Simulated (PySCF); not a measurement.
Si(Vi)(OH)(OMe)(NH2), C3H9NO2Si, SMILES O[Si](C=C)(OC)N, GFN2-xTB optimised geometry.

```
16

C     -1.88    -1.07     1.94
C     -0.63    -1.14     1.51
Si     0.05    -0.25     0.00
N     -0.63     1.34     0.00
O      1.69    -0.25     0.00
O     -0.32    -1.01    -1.40
C     -1.61    -1.29    -1.85
H     -2.24    -1.62     2.79
H     -2.60    -0.44     1.44
H      0.06    -1.78     2.06
H     -0.53     1.89     0.84
H     -0.45     1.92    -0.80
H      2.15    -0.95    -0.45
H     -2.15    -1.92    -1.14
H     -1.53    -1.81    -2.81
H     -2.18    -0.37    -1.99
```

Density from PySCF with PBE0/def2-TZVP at that geometry.

Minimum of the electron density along straight lines between bonded atoms, close to the bond critical point (lines longer than 1.1 times the sum of covalent radii, or with two minima, are not listed):

```
bond    length / Å  ρ at the minimum / e bohr⁻³  ∇²ρ there / e bohr⁻⁵  position (fraction from the first atom)
------  ----------  ---------------------------  --------------------  ---------------------------------------
C1–C2        1.323                        0.356                 -1.10                                     0.51
C2–Si3       1.888                        0.122                  0.17                                     0.61
Si3–N4       1.727                        0.134                  0.54                                     0.40
Si3–O5       1.632                        0.144                  0.89                                     0.41
Si3–O6       1.637                        0.141                  0.87                                     0.41
O6–C7        1.397                        0.262                 -0.48                                     0.66
C1–H8        1.080                        0.287                 -1.02                                     0.64
C1–H9        1.078                        0.289                 -1.04                                     0.65
C2–H10       1.084                        0.282                 -0.98                                     0.64
N4–H11       1.007                        0.338                 -1.68                                     0.74
N4–H12       1.009                        0.336                 -1.65                                     0.74
O5–H13       0.953                        0.362                 -2.50                                     0.81
C7–H14       1.093                        0.284                 -1.00                                     0.65
C7–H15       1.091                        0.286                 -1.01                                     0.65
C7–H16       1.092                        0.285                 -1.00                                     0.65
```
